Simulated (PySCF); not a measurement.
C4H2ClF, SMILES C(/C#C)(Cl)=C/F.

Geometry optimised at ωB97X-D3(BJ)/def2-SVP. The structure was generated by enumeration; whether it is a known compound was not checked.

Two levels are set side by side: PBE/def2-TZVP (PySCF) and r2SCAN/def2-TZVP (PySCF). Same geometry, gas phase. Differences are taken from unrounded values.

| quantity | PBE |
|---|---|
| orbital gap (eV) | 3.91 |
| highest occupied level (eV) | -6.06 |
| lowest empty level (eV) | -2.16 |
| dipole moment (D) | 0.26 |
| mean polarisability (bohr³) | 61.3 |

Task: These are the PBE values. What does r2SCAN give? (Estimate from the structure and the level; the computed values follow.)

Result: 
```csv
quantity,r2SCAN,PBE minus r2SCAN
orbital gap (eV),4.25,-0.34
highest occupied level (eV),-6.27,0.21
lowest empty level (eV),-2.03,-0.13
dipole moment (D),0.28,-0.02
mean polarisability (bohr³),60.3,1.0
```

Rough cost on one machine, each run with all the roots and properties that it gave: r2SCAN against PBE about 3 times.
